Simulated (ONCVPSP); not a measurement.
Transferability test, ONCV potential for tantalum (Ta)

```json
{"Element": "tantalum", "Generator": "ONCVPSP 4.0.1", "Type": "optimised norm-conserving Vanderbilt (ONCV)", "Functional": "PBE", "Relativity": "scalar-relativistic", "Frozen core": "[Kr] 4d10", "Valence charge": "27", "Reference configuration": "4f14 5s2 5p6 5d3 6s2", "Partial waves": "5s+6s: rc 1.70 bohr, ncon 4, nbas 9, qcut 7.9 1/bohr, 3 projectors, debl 2.2 Ha; 5p: rc 1.35 bohr, ncon 3, nbas 8, qcut 6.9 1/bohr, 3 projectors, debl 0.8 Ha; 5d: rc 1.75 bohr, ncon 4, nbas 8, qcut 5.9 1/bohr, 2 projectors, debl 3.8 Ha; 4f: rc 1.15 bohr, ncon 3, nbas 8, qcut 12.3 1/bohr, 3 projectors, debl 2.9 Ha", "Local potential": "polynomial inside 1.10 bohr (lpopt 5, dvloc0 -1 Ha)", "Core correction": "Teter function, fcfact 2, rcfact 1.65"}
```

In the p channel the program set the typed energies aside and used -1.448, 0.250, 1.050 Ha.

Energies are relative to the spin-unpolarised reference configuration 4f14 5s2 5p6 5d3 6s2; without spin polarisation the order of configurations can differ from experiment.

**Question.** Give the all-electron excitation energy and the error of the potential for: 4f14 5s2 5p6 5d3 6s1; 4f14 5s2 5p6 5d3 6s0; 4f14 5s2 5p6 5d2 6s0; 4f14 5s2 5p6 5d4 6s1.

**Answer.**

```json
{"valence configuration": "4f14 5s2 5p6 5d3 6s1", "charge": "+1", "ΔE all-electron (eV)": "8.468", "error AE − PS (meV)": "-3.7"}
{"valence configuration": "4f14 5s2 5p6 5d3 6s0", "charge": "+2", "ΔE all-electron (eV)": "23.440", "error AE − PS (meV)": "-12"}
{"valence configuration": "4f14 5s2 5p6 5d2 6s0", "charge": "+3", "ΔE all-electron (eV)": "47.044", "error AE − PS (meV)": "-11"}
{"valence configuration": "4f14 5s2 5p6 5d4 6s1", "charge": "0", "ΔE all-electron (eV)": "2.094", "error AE − PS (meV)": "-6.8"}
```

Levels in the configuration 4f14 5s2 5p6 5d2 6s0:

| level | all-electron (eV) | pseudo (eV) |
| --- | --- | --- |
| 4f | -52.865 | -52.911 |
| 5s | -101.035 | -101.039 |
| 5p | -67.145 | -67.141 |
| 5d | -29.129 | -29.126 |
